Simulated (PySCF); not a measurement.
# Computed records: AlBGeH5N, BGeH3NO, CH7GeNSi, GeH4NSi and others

Computed with PySCF 2.14.0. Calculation on a computer-drawn molecule: the log of a Hartree-Fock and frozen-core CCSD(T) single point meant for a local Hartree-Fock minimum, with one planted fault or none, to be diagnosed. Offsets are logged minus clean, where the clean run is the same molecule without the fault. The reference is restricted for singlets and unrestricted otherwise, and also for a bond in bohr or an excited solution. Adding or removing an electron swaps singlet and doublet. The excited solution moves the top pair (singlet) or top alpha electron (doublet) to the lowest empty orbital. Highest occupied and lowest empty are orbital energies over both spins, largest force is the largest gradient component, triples share is (T) over the correlation energy, the T1 limit is 0.02 restricted and 0.045 unrestricted, electrons count all cores, a negative frequency is imaginary (commonest isotopes), and the dipole is about the centre of nuclear charge; on germanium a core potential holds 10 electrons, which the energies leave out, and 3d is frozen in MP2 and coupled-cluster steps.

Common to all runs: logged SCF converged yes; possible faults no fault, one electron removed, one electron added, multiplicity raised by two, geometry at a saddle point, SCF held on an excited solution, minimal basis STO-3G, one bond length entered in bohr, all coordinates scaled.

```yaml
- entry: 1
  formula: AlBGeH5N
  logged_structure:
    atoms_angstrom:
      - ["N", -0.09, 1.4755, 2.8334]
      - [B, 0.6227, 0.5549, 2.4366]
      - [Ge, 1.8027, -0.9456, 1.6695]
      - [Al, 1.9971, -0.698, -0.8188]
      - [H, -0.6576, 2.2014, 3.1824]
      - [H, 1.1586, -2.2775, 2.0802]
      - [H, 3.1617, -0.8545, 2.3782]
      - [H, 3.1596, 0.1737, -1.4389]
      - [H, 0.9474, -1.3994, -1.7685]
  given:
    meant_charge: 0
    meant_multiplicity: 1
    meant_basis: "cc-pV(D+d)Z"
    meant_basis_and_core_potential_on_germanium: "cc-pVDZ-PP ECP10MDF"
    logged_electrons: 63
    logged_basis_functions: 99
    logged_spin_squared: 0.767
    "logged_highest_occupied [eV]": -0.46555
    "logged_lowest_empty [eV]": 6.6282
    "logged_largest_force [hartree/bohr]": 0.019442
    logged_T1_diagnostic: 0.016112
    logged_D1_diagnostic: 0.040801
    logged_triples_share: 0.03344
    logged_CC_converged: "yes"
    "logged_dipole_magnitude [debye]": 6.783
    logged_SCF_stable_within_its_kind: "yes"
    "logged_energy_HF [hartree]": -617.34353
    "logged_energy_CCSD(T) [hartree]": -617.82266
    drawn_bonds_atom: [1, 2, 3, 1, 3, 3, 4, 4]
    drawn_bonds_other_atom: [2, 3, 4, 5, 6, 7, 8, 9]
    drawn_bonds_order: [2, 1, 1, 1, 1, 1, 1, 1]
  results:
    planted_fault: "one electron added"
    "HF_energy_offset_from_clean_run [kcal/mol]": 1.948
    "CCSD(T)_energy_offset_from_clean_run [kcal/mol]": -6.24
- entry: 2
  formula: BGeH3NO
  logged_structure:
    atoms_angstrom:
      - ["N", -0.1271, -2.3498, 0.1142]
      - [B, -0.3567, -1.2458, 0.5991]
      - [Ge, -0.8146, 0.6298, 1.2822]
      - [O, 0.6663, 1.2585, 2.0523]
      - [H, 0.0769, -3.2393, -0.2584]
      - [H, -1.9702, 0.6269, 2.2986]
      - [H, 0.5545, 2.0702, 2.5263]
  given:
    meant_charge: 0
    meant_multiplicity: 2
    meant_basis: cc-pVDZ
    meant_basis_and_core_potential_on_germanium: "cc-pVDZ-PP ECP10MDF"
    logged_electrons: 54
    logged_basis_functions: 80
    logged_spin_squared: 0.0
    "logged_highest_occupied [eV]": -16.57
    "logged_lowest_empty [eV]": -7.2501
    "logged_largest_force [hartree/bohr]": 0.063001
    logged_T1_diagnostic: 0.027009
    logged_D1_diagnostic: 0.10036
    logged_triples_share: 0.037298
    logged_CC_converged: "yes"
    "logged_dipole_magnitude [debye]": 3.501
    logged_SCF_stable_within_its_kind: "yes"
    "logged_energy_HF [hartree]": -448.82692
    "logged_energy_CCSD(T) [hartree]": -449.39025
    drawn_bonds_atom: [1, 2, 3, 1, 3, 4]
    drawn_bonds_other_atom: [2, 3, 4, 5, 6, 7]
    drawn_bonds_order: [2, 1, 1, 1, 1, 1]
  results:
    planted_fault: "one electron removed"
    "HF_energy_offset_from_clean_run [kcal/mol]": 187.1
    "CCSD(T)_energy_offset_from_clean_run [kcal/mol]": 179.5
  notes: ["T1 above single-reference limit"]
- entry: 3
  formula: CH7GeNSi
  logged_structure:
    atoms_angstrom:
      - ["N", 1.4479, -2.2572, -0.3268]
      - [Si, 1.2832, -0.8298, 0.3111]
      - [C, 0.5991, 0.7564, -0.3812]
      - [Ge, -1.1921, 1.2897, 0.2768]
      - [H, 1.1889, -2.4936, -1.2667]
      - [H, 1.7149, -0.6556, 1.7071]
      - [H, 0.5471, 0.6975, -1.4716]
      - [H, 1.2827, 1.5717, -0.1188]
      - [H, -1.548, 2.6598, -0.3047]
      - [H, -1.181, 1.3749, 1.8065]
      - [H, -2.234, 0.2581, -0.1633]
  given:
    meant_charge: 0
    meant_multiplicity: 1
    meant_basis: "cc-pV(D+d)Z"
    meant_basis_and_core_potential_on_germanium: "cc-pVDZ-PP ECP10MDF"
    logged_electrons: 66
    logged_basis_functions: 109
    logged_spin_squared: 2.027
    "logged_highest_occupied [eV]": -5.7472
    "logged_lowest_empty [eV]": 0.44131
    "logged_largest_force [hartree/bohr]": 0.14786
    logged_T1_diagnostic: 0.013502
    logged_D1_diagnostic: 0.053207
    logged_triples_share: 0.026727
    logged_CC_converged: "yes"
    "logged_dipole_magnitude [debye]": 2.1495
    logged_SCF_stable_within_its_kind: "yes"
    "logged_energy_HF [hartree]": -678.56673
    "logged_energy_CCSD(T) [hartree]": -679.10535
    drawn_bonds_atom: [1, 2, 3, 1, 2, 3, 3, 4, 4, 4]
    drawn_bonds_other_atom: [2, 3, 4, 5, 6, 7, 8, 9, 10, 11]
    drawn_bonds_order: [2, 1, 1, 1, 1, 1, 1, 1, 1, 1]
  results:
    planted_fault: "multiplicity raised by two"
    "HF_energy_offset_from_clean_run [kcal/mol]": 64.52
    "CCSD(T)_energy_offset_from_clean_run [kcal/mol]": 91.98
- entry: 4
  formula: GeH4NSi
  logged_structure:
    atoms_angstrom:
      - ["N", -1.2961, 0.3429, -1.9255]
      - [Si, -0.1213, 1.4456, -2.0864]
      - [Ge, 1.7081, 1.8757, -3.6268]
      - [H, -1.4044, -0.2752, -2.7127]
      - [H, -0.0653, 2.304, -0.8507]
      - [H, 1.3588, 3.4296, -3.7047]
      - [H, 0.9421, 1.4347, -4.9475]
  given:
    meant_charge: -1
    meant_multiplicity: 1
    meant_basis: "aug-cc-pV(D+d)Z"
    meant_basis_and_core_potential_on_germanium: "aug-cc-pVDZ-PP ECP10MDF"
    logged_electrons: 57
    logged_basis_functions: 123
    logged_spin_squared: 1.0878
    "logged_highest_occupied [eV]": -9.0404
    "logged_lowest_empty [eV]": -0.86893
    "logged_largest_force [hartree/bohr]": 0.044991
    logged_T1_diagnostic: 0.060283
    logged_D1_diagnostic: 0.26912
    logged_triples_share: 0.041504
    logged_CC_converged: "yes"
    "logged_dipole_magnitude [debye]": 2.712
    logged_SCF_stable_within_its_kind: "yes"
    "logged_energy_HF [hartree]": -639.01721
    "logged_energy_CCSD(T) [hartree]": -639.43948
    drawn_bonds_atom: [1, 2, 1, 2, 3, 3]
    drawn_bonds_other_atom: [2, 3, 4, 5, 6, 7]
    drawn_bonds_order: [2, 1, 1, 1, 1, 1]
  results:
    planted_fault: "one electron removed"
    "HF_energy_offset_from_clean_run [kcal/mol]": 43.69
    "CCSD(T)_energy_offset_from_clean_run [kcal/mol]": 63.88
  notes: ["T1 above single-reference limit"]
- entry: 5
  formula: GeH4N2Si
  logged_structure:
    atoms_angstrom:
      - ["N", -2.5771, 1.0406, 2.2675]
      - [Si, -1.7564, 0.2458, 1.3144]
      - ["N", -0.1462, 0.324, 1.3246]
      - [Ge, 0.8922, 1.2983, 2.3932]
      - [H, -3.5272, 1.0424, 2.3167]
      - [H, -2.1562, -0.6483, 0.3077]
      - [H, 0.2952, -0.2217, 0.6752]
      - [H, 2.1644, 0.7862, 1.7408]
  given:
    meant_charge: 0
    meant_multiplicity: 1
    meant_basis: "cc-pV(D+d)Z"
    meant_basis_and_core_potential_on_germanium: "cc-pVDZ-PP ECP10MDF"
    logged_electrons: 64
    logged_basis_functions: 94
    logged_spin_squared: 0.0
    "logged_highest_occupied [eV]": -9.0379
    "logged_lowest_empty [eV]": 1.0244
    "logged_largest_force [hartree/bohr]": 0.055185
    logged_T1_diagnostic: 0.017235
    logged_D1_diagnostic: 0.049698
    logged_triples_share: 0.030326
    logged_CC_converged: "yes"
    "logged_dipole_magnitude [debye]": 3.4156
    logged_SCF_stable_within_its_kind: "yes"
    "logged_energy_HF [hartree]": -693.50916
    "logged_energy_CCSD(T) [hartree]": -694.06231
    drawn_bonds_atom: [1, 2, 3, 1, 2, 3, 4]
    drawn_bonds_other_atom: [2, 3, 4, 5, 6, 7, 8]
    drawn_bonds_order: [2, 1, 1, 1, 1, 1, 1]
  results:
    planted_fault: "all coordinates scaled, by -4.9 %"
    "HF_energy_offset_from_clean_run [kcal/mol]": 15.72
    "CCSD(T)_energy_offset_from_clean_run [kcal/mol]": 23.41
- entry: 6
  formula: GeH4N2Si
  logged_structure:
    atoms_angstrom:
      - ["N", -2.7099, 1.0942, 2.3844]
      - [Si, -1.8469, 0.2584, 1.3821]
      - ["N", -0.1537, 0.3407, 1.3928]
      - [Ge, 0.9382, 1.3652, 2.5165]
      - [H, -3.7089, 1.0962, 2.4361]
      - [H, -2.2673, -0.6817, 0.3236]
      - [H, 0.3104, -0.2331, 0.71]
      - [H, 2.276, 0.8267, 1.8305]
  given:
    meant_charge: 0
    meant_multiplicity: 1
    meant_basis: "cc-pV(D+d)Z"
    meant_basis_and_core_potential_on_germanium: "cc-pVDZ-PP ECP10MDF"
    logged_electrons: 64
    logged_basis_functions: 94
    logged_spin_squared: 2.0093
    "logged_highest_occupied [eV]": -7.4113
    "logged_lowest_empty [eV]": -0.47827
    "logged_largest_force [hartree/bohr]": 0.034852
    logged_T1_diagnostic: 0.020272
    logged_D1_diagnostic: 0.061809
    logged_triples_share: 0.032914
    logged_CC_converged: "yes"
    "logged_dipole_magnitude [debye]": 2.5352
    logged_SCF_stable_within_its_kind: "yes"
    "logged_energy_HF [hartree]": -693.47195
    "logged_energy_CCSD(T) [hartree]": -694.01634
    drawn_bonds_atom: [1, 2, 3, 1, 2, 3, 4]
    drawn_bonds_other_atom: [2, 3, 4, 5, 6, 7, 8]
    drawn_bonds_order: [2, 1, 1, 1, 1, 1, 1]
  results:
    planted_fault: "multiplicity raised by two"
    "HF_energy_offset_from_clean_run [kcal/mol]": 39.07
    "CCSD(T)_energy_offset_from_clean_run [kcal/mol]": 52.26
- entry: 7
  formula: GeH5NOSi
  logged_structure:
    atoms_angstrom:
      - ["N", -0.0719, -0.4221, 1.3162]
      - [Si, -0.034, 0.8918, 0.4654]
      - [O, -1.3982, 1.7422, 0.2084]
      - [Ge, 1.7061, 2.081, -0.6643]
      - [H, 0.7213, -0.9994, 1.5188]
      - [H, -2.1936, 1.3992, 0.5969]
      - [H, 1.8142, 3.4929, -0.0877]
      - [H, 1.3774, 2.169, -2.155]
      - [H, 3.0309, 1.3431, -0.4717]
  given:
    meant_charge: 0
    meant_multiplicity: 1
    meant_basis: "cc-pV(D+d)Z"
    meant_basis_and_core_potential_on_germanium: "cc-pVDZ-PP ECP10MDF"
    logged_electrons: 66
    logged_basis_functions: 99
    logged_spin_squared: 0.0
    "logged_highest_occupied [eV]": -3.394
    "logged_lowest_empty [eV]": -4.822
    "logged_largest_force [hartree/bohr]": 0.26926
    logged_CC_converged: "no"
    "logged_dipole_magnitude [debye]": 7.2538
    logged_SCF_stable_within_its_kind: "no"
    "logged_energy_HF [hartree]": -714.04135
    drawn_bonds_atom: [1, 2, 2, 1, 3, 4, 4, 4]
    drawn_bonds_other_atom: [2, 3, 4, 5, 6, 7, 8, 9]
    drawn_bonds_order: [2, 1, 1, 1, 1, 1, 1, 1]
  results:
    planted_fault: "SCF held on an excited solution"
    "HF_energy_offset_from_clean_run [kcal/mol]": 322.1
  notes: ["CCSD not converged"]
- entry: 8
  formula: CH4BGeN
  logged_structure:
    atoms_angstrom:
      - ["N", -1.6891, -0.4936, -0.1245]
      - [B, -0.8157, -0.3023, -1.1545]
      - [C, 0.0121, -0.1122, -2.2697]
      - [Ge, -0.9267, -0.1452, -3.9593]
      - [H, -2.1694, 0.2608, 0.3219]
      - [H, -1.9275, -1.4018, 0.2182]
      - [H, 1.082, 0.039, -2.187]
      - [H, 0.3462, 0.0978, -4.8814]
  given:
    meant_charge: 0
    meant_multiplicity: 1
    meant_basis: cc-pVDZ
    meant_basis_and_core_potential_on_germanium: "cc-pVDZ-PP ECP10MDF"
    logged_electrons: 53
    logged_basis_functions: 85
    logged_spin_squared: 0.7809
    "logged_highest_occupied [eV]": -14.368
    "logged_lowest_empty [eV]": -6.0284
    "logged_largest_force [hartree/bohr]": 0.063916
    logged_T1_diagnostic: 0.019121
    logged_D1_diagnostic: 0.064694
    logged_triples_share: 0.037471
    logged_CC_converged: "yes"
    "logged_dipole_magnitude [debye]": 2.6772
    logged_SCF_stable_within_its_kind: "yes"
    "logged_energy_HF [hartree]": -412.43474
    "logged_energy_CCSD(T) [hartree]": -412.92205
    drawn_bonds_atom: [1, 2, 3, 1, 1, 3, 4]
    drawn_bonds_other_atom: [2, 3, 4, 5, 6, 7, 8]
    drawn_bonds_order: [1, 2, 1, 1, 1, 1, 1]
  results:
    planted_fault: "one electron removed"
    "HF_energy_offset_from_clean_run [kcal/mol]": 162.2
    "CCSD(T)_energy_offset_from_clean_run [kcal/mol]": 177.6
- entry: 9
  formula: B2GeH7N
  logged_structure:
    atoms_angstrom:
      - ["N", 0.9331, -2.6782, -1.2819]
      - [B, 0.9869, -1.5696, -0.4382]
      - [B, 0.0367, -0.1656, -0.5643]
      - [Ge, -1.8323, 0.0631, 0.3534]
      - [H, 0.3262, -2.7532, -2.0713]
      - [H, 1.5121, -3.4817, -1.1539]
      - [H, 1.7745, -1.6186, 0.48]
      - [H, 0.4267, 0.7988, -1.1703]
      - [H, -1.9585, 1.4078, 1.087]
      - [H, -2.9183, 0.0356, -0.7395]
      - [H, -2.1769, -1.0469, 1.3593]
  given:
    meant_charge: 0
    meant_multiplicity: 1
    meant_basis: cc-pVDZ
    meant_basis_and_core_potential_on_germanium: "cc-pVDZ-PP ECP10MDF"
    logged_electrons: 56
    logged_basis_functions: 100
    logged_spin_squared: 0.0
    "logged_highest_occupied [eV]": -10.176
    "logged_lowest_empty [eV]": 1.6648
    "logged_largest_force [hartree/bohr]": 3.7338e-05
    "logged_lowest_frequency [cm^-1]": 42.661
    logged_T1_diagnostic: 0.014181
    logged_D1_diagnostic: 0.047433
    logged_triples_share: 0.026613
    logged_CC_converged: "yes"
    "logged_dipole_magnitude [debye]": 2.3414
    logged_SCF_stable_within_its_kind: "yes"
    "logged_energy_HF [hartree]": -401.27542
    "logged_energy_CCSD(T) [hartree]": -401.78364
    drawn_bonds_atom: [1, 2, 3, 1, 1, 2, 3, 4, 4, 4]
    drawn_bonds_other_atom: [2, 3, 4, 5, 6, 7, 8, 9, 10, 11]
    drawn_bonds_order: [1, 1, 1, 1, 1, 1, 1, 1, 1, 1]
  results:
    planted_fault: "no fault"
    "HF_energy_offset_from_clean_run [kcal/mol]": 0.0
    "CCSD(T)_energy_offset_from_clean_run [kcal/mol]": 0.0
- entry: 10
  formula: B2GeH6N
  logged_structure:
    atoms_angstrom:
      - ["N", -1.7692, -1.2772, 0.8981]
      - [B, -1.0439, -1.1656, -0.2923]
      - [B, -0.8822, 0.1953, -1.2352]
      - [Ge, -0.0912, 1.9168, -2.0391]
      - [H, -1.8406, -2.1358, 1.4019]
      - [H, -2.2689, -0.5256, 1.3239]
      - [H, -0.4906, -2.1575, -0.7068]
      - [H, 1.3878, 2.1459, -1.6927]
      - [H, -0.222, 1.9408, -3.5671]
      - [H, -0.8985, 3.0938, -1.4695]
  given:
    meant_charge: 0
    meant_multiplicity: 2
    meant_basis: cc-pVDZ
    meant_basis_and_core_potential_on_germanium: "cc-pVDZ-PP ECP10MDF"
    logged_electrons: 56
    logged_basis_functions: 95
    logged_spin_squared: 0.0
    "logged_highest_occupied [eV]": -0.10315
    "logged_lowest_empty [eV]": 7.3691
    "logged_largest_force [hartree/bohr]": 0.041246
    logged_T1_diagnostic: 0.015504
    logged_D1_diagnostic: 0.052314
    logged_triples_share: 0.030725
    logged_CC_converged: "yes"
    "logged_dipole_magnitude [debye]": 3.0997
    logged_SCF_stable_within_its_kind: "yes"
    "logged_energy_HF [hartree]": -400.61156
    "logged_energy_CCSD(T) [hartree]": -401.12793
    drawn_bonds_atom: [1, 2, 3, 1, 1, 2, 4, 4, 4]
    drawn_bonds_other_atom: [2, 3, 4, 5, 6, 7, 8, 9, 10]
    drawn_bonds_order: [1, 1, 1, 1, 1, 1, 1, 1, 1]
  results:
    planted_fault: "one electron added"
    "HF_energy_offset_from_clean_run [kcal/mol]": 25.4
    "CCSD(T)_energy_offset_from_clean_run [kcal/mol]": 3.183
```
